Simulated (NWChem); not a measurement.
Everything below was run with NWChem. System: Cl3Sb, charge 0, spin multiplicity 1, at a geometry optimised with B3LYP/def2-SVP with def2 effective core potentials on Sb. The structure started from a generated list of species. Level: RHF/def2-TZVP with def2 effective core potentials on Sb.

The NWChem input:

```
start mol
memory heap 200 mb stack 900 mb global 1100 mb
geometry units angstroms nocenter noautoz
  Sb     0.002111     0.575013     0.000000
  Cl    -1.048430    -0.571170     1.812296
  Cl    -1.048430    -0.571170    -1.812296
  Cl     2.090526    -0.582699     0.000000
  symmetry group Cs
end
basis spherical
  * library def2-tzvp
end
ecp
  Sb library def2-ecp
end
scf
  rhf
  nopen 0
  maxiter 100
  thresh 1e-7
  semidirect memsize 60000000 filesize 0
end
task scf energy
```

Output (cleaned and shortened):

```
             Northwest Computational Chemistry Package (NWChem) 7.3.0
             --------------------------------------------------------

                                NWChem Input Module
                                -------------------

 Scaling coordinates for geometry "geometry" by  1.889725989
 (inverse scale =  0.529177249)

 Turning off AUTOSYM since
 SYMMETRY directive was detected!

                             Geometry "geometry" -> ""
                             -------------------------

 Output coordinates in angstroms (scale by  1.889725989 to convert to a.u.)

  No.       Tag          Charge          X              Y              Z
 ---- ---------------- ---------- -------------- -------------- --------------
    1 Sb                  51.0000     0.00211100     0.57501300     0.00000000
    2 Cl                  17.0000    -1.04843000    -0.57117000     1.81229600
    3 Cl                  17.0000    -1.04843000    -0.57117000    -1.81229600
    4 Cl                  17.0000     2.09052600    -0.58269900     0.00000000

 Effective nuclear repulsion energy (a.u.)     702.9952310508

            Nuclear Dipole moment (a.u.)
            ----------------------------
        X                 Y               Z
 ---------------- ---------------- ----------------
    -0.0000321253     0.0000000000     0.0000000000

      Symmetry information
      --------------------

 Group name             Cs
 Group number              2
 Group order               2
 No. of unique centers     3

      Symmetry unique atoms

     1    2    4


 Summary of "ao basis" -> "" (spherical)
 ------------------------------------------------------------------------------
       Tag                 Description            Shells   Functions and Types
 ---------------- ------------------------------  ------  ---------------------
 *                         def2-tzvp                  on all atoms

 Summary of "ao basis" -> "ao basis" (spherical)
 ------------------------------------------------------------------------------
       Tag                 Description            Shells   Functions and Types
 ---------------- ------------------------------  ------  ---------------------
 Sb                        def2-tzvp                16       50   6s5p3d2f
 Cl                        def2-tzvp                13       37   5s5p2d1f

                                 NWChem SCF Module
                                 -----------------

  ao basis        = "ao basis"
  functions       =   161
  atoms           =     4
  closed shells   =    37
  open shells     =     0
  charge          =   0.00
  wavefunction    = RHF
  use symmetry    = T
  symmetry adapt  = T

 Summary of "ao basis" -> "ao basis" (spherical)
 ------------------------------------------------------------------------------
       Tag                 Description            Shells   Functions and Types
 ---------------- ------------------------------  ------  ---------------------
 Sb                        def2-tzvp                16       50   6s5p3d2f
 Cl                        def2-tzvp                13       37   5s5p2d1f

      Symmetry analysis of basis
      --------------------------

        a'         95
        a"         66

 Forming initial guess at       0.1s

      Superposition of Atomic Density Guess
      -------------------------------------

 Sum of atomic energies:       -1656.06671434

      Non-variational initial energy
      ------------------------------

 Total energy =   -1617.945523
[...]
             -----------------

              1
    1 -104.8423
    2 -104.8423
    3 -104.8423
    4  -10.5702
    5  -10.5702
    6  -10.5702
    7   -8.0366
    8   -8.0366
    9   -8.0366
   10   -8.0356
   11   -8.0356
   12   -8.0356
   13   -8.0356
   14   -8.0356
   15   -8.0356
   16   -6.6370
   17   -4.7062
   18   -4.7062
   19   -4.7019
   20   -1.7382
   21   -1.7382
   22   -1.7325
   23   -1.7325
   24   -1.7299
   25   -1.1134
   26   -1.0821
   27   -1.0821
   28   -0.7373
   29   -0.5424
   30   -0.5424
   31   -0.5162
   32   -0.4868
   33   -0.4868
   34   -0.4649
   35   -0.4649
   36   -0.4623
   37   -0.4085
   38    0.0335
   39    0.0335
   40    0.0493
   41    0.1838
   42    0.1963
   43    0.1963
   44    0.3055
   45    0.3055
   46    0.3056
   47    0.3271

                       ROHF Final Molecular Orbital Analysis
                       -------------------------------------

 Vector   35  Occ=2.000000D+00  E=-4.649334D-01  Symmetry=a'
              MO Center=  5.2D-01, -5.2D-01, -2.7D-10, r^2= 5.3D+00
   Bfn.  Coefficient  Atom+Function         Bfn.  Coefficient  Atom+Function
  ----- ------------  ---------------      ----- ------------  ---------------
   139      0.319029  4 Cl px                65      0.247181  2 Cl px
   102      0.247181  3 Cl px               140      0.233753  4 Cl py
   142      0.205344  4 Cl px                68      0.161367  2 Cl px
   105      0.161367  3 Cl px               143      0.160763  4 Cl py

 Vector   36  Occ=2.000000D+00  E=-4.623038D-01  Symmetry=a"
              MO Center= -2.0D-03, -5.5D-01,  4.0D-14, r^2= 5.5D+00
   Bfn.  Coefficient  Atom+Function         Bfn.  Coefficient  Atom+Function
  ----- ------------  ---------------      ----- ------------  ---------------
   141      0.323358  4 Cl pz                65     -0.280036  2 Cl px
   102      0.280036  3 Cl px               144      0.218168  4 Cl pz
    68     -0.188939  2 Cl px               105      0.188939  3 Cl px
    67     -0.161677  2 Cl pz               104     -0.161677  3 Cl pz

 Vector   37  Occ=2.000000D+00  E=-4.084931D-01  Symmetry=a'
              MO Center=  9.1D-04,  2.5D-01, -6.0D-14, r^2= 4.7D+00
   Bfn.  Coefficient  Atom+Function         Bfn.  Coefficient  Atom+Function
  ----- ------------  ---------------      ----- ------------  ---------------
     6      0.371961  1 Sb s                  5      0.368740  1 Sb s
    17      0.274807  1 Sb py                 3     -0.237399  1 Sb s
    11     -0.229789  1 Sb py                66     -0.226112  2 Cl py
   103     -0.226112  3 Cl py               140     -0.226707  4 Cl py
     2      0.216995  1 Sb s                 14      0.212389  1 Sb py

 Vector   38  Occ=0.000000D+00  E= 3.347747D-02  Symmetry=a'
              MO Center= -2.4D-02,  6.6D-01,  1.9D-10, r^2= 4.8D+00
   Bfn.  Coefficient  Atom+Function         Bfn.  Coefficient  Atom+Function
  ----- ------------  ---------------      ----- ------------  ---------------
    19      0.685449  1 Sb px                16      0.426956  1 Sb px
   129     -0.339695  4 Cl s                 10     -0.307325  1 Sb px
    13      0.281886  1 Sb px               143     -0.209696  4 Cl py
   142      0.180283  4 Cl px                55      0.169856  2 Cl s
    92      0.169856  3 Cl s                 70     -0.162687  2 Cl pz

 Vector   39  Occ=0.000000D+00  E= 3.347776D-02  Symmetry=a"
              MO Center=  2.9D-02,  6.6D-01,  1.1D-09, r^2= 4.8D+00
   Bfn.  Coefficient  Atom+Function         Bfn.  Coefficient  Atom+Function
  ----- ------------  ---------------      ----- ------------  ---------------
    21      0.685455  1 Sb pz                18      0.426960  1 Sb pz
    12     -0.307327  1 Sb pz                55     -0.294190  2 Cl s
    92      0.294190  3 Cl s                 15      0.281888  1 Sb pz
   144     -0.194636  4 Cl pz                69     -0.180429  2 Cl py
   106      0.180429  3 Cl py                68     -0.163344  2 Cl px

 Vector   40  Occ=0.000000D+00  E= 4.925323D-02  Symmetry=a'
              MO Center=  9.1D-04,  2.5D-01, -2.3D-12, r^2= 5.5D+00
   Bfn.  Coefficient  Atom+Function         Bfn.  Coefficient  Atom+Function
  ----- ------------  ---------------      ----- ------------  ---------------
    20      0.671974  1 Sb py                 5     -0.584788  1 Sb s
     6     -0.378774  1 Sb s                 17      0.362001  1 Sb py
   142     -0.326341  4 Cl px                55      0.283478  2 Cl s
    70     -0.282620  2 Cl pz                92      0.283478  3 Cl s
   107      0.282620  3 Cl pz               129      0.283492  4 Cl s

 center of mass
 --------------
 x =   0.00028232 y =   0.07698001 z =   0.00000000

 moments of inertia (a.u.)
 ------------------
        1085.585202168616           2.038766026107           0.000000000000
           2.038766026107        1640.565945480208           0.000000000000
           0.000000000000           0.000000000000        1085.571661453095

  Mulliken analysis of the total density
  --------------------------------------

    Atom       Charge   Shell Charges
 -----------   ------   -------------------------------------------------------
    1 Sb  23    21.87   0.16 -0.66  1.57  0.93  1.19  0.57 -0.46  6.42  0.68  1.00  0.10  9.07  0.97  0.25  0.08  0.00
    2 Cl  17    17.38   2.01  0.45  1.52  1.09  0.90  4.18  1.69  1.05  2.88  1.57  0.00  0.03  0.00
    3 Cl  17    17.38   2.01  0.45  1.52  1.09  0.90  4.18  1.69  1.05  2.88  1.57  0.00  0.03  0.00
    4 Cl  17    17.38   2.01  0.45  1.52  1.09  0.90  4.18  1.69  1.05  2.88  1.57  0.00  0.03  0.00

       Multipole analysis of the density wrt the origin
       ------------------------------------------------

     L   x y z        total         open         nuclear
     -   - - -        -----         ----         -------
     0   0 0 0     -0.000000      0.000000     74.000000

     1   1 0 0      0.004463      0.000000     -0.111730
     1   0 1 0      1.214025      0.000000    -30.425276
     1   0 0 1      0.000000      0.000000      0.000000

     2   2 0 0    -50.093555      0.000000    398.774219
     2   1 1 0      0.013966      0.000000     -1.143838
     2   1 0 1      0.000000      0.000000      0.000000
     2   0 2 0    -46.289360      0.000000     87.379882
     2   0 1 1     -0.000000      0.000000      0.000000
     2   0 0 2    -50.093656      0.000000    398.781362

 Task  times  cpu:        9.5s     wall:        9.5s

 Total times  cpu:        9.5s     wall:        9.5s
```
